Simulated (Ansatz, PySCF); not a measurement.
Caution: the highest occupied level lies above zero, so the state may not be bound. This singlet lies 0.85 eV below the relaxed triplet at the level B3LYP/aug-cc-pVTZ // PBE0-D3(BJ)/def2-TZVPD (Ansatz, a quantum-chemistry and plane-wave program).

CH2BN2, SMILES `N#C[B-]N` (lower singlet) (charge -1, multiplicity 1)

Method: PBE-D3(BJ)/def2-TZVPD // PBE0-D3(BJ)/def2-TZVPD in PySCF.

```json
{
 "HOMO": "1.47 eV",
 "total_energy": "-173.5144 Ha",
 "cost": "very roughly 19 core-seconds"
}
```

Bonded distances (Å): N1–C2 1.165, C2–B3 1.557, B3–N4 1.417, N4–H5 1.018, N4–H6 1.002. Bond angles (°): N1–C2–B3 173.3, C2–B3–N4 110.9, B3–N4–H5 125.7, B3–N4–H6 121.5, H5–N4–H6 112.8.
Charge -1, spin multiplicity 1.
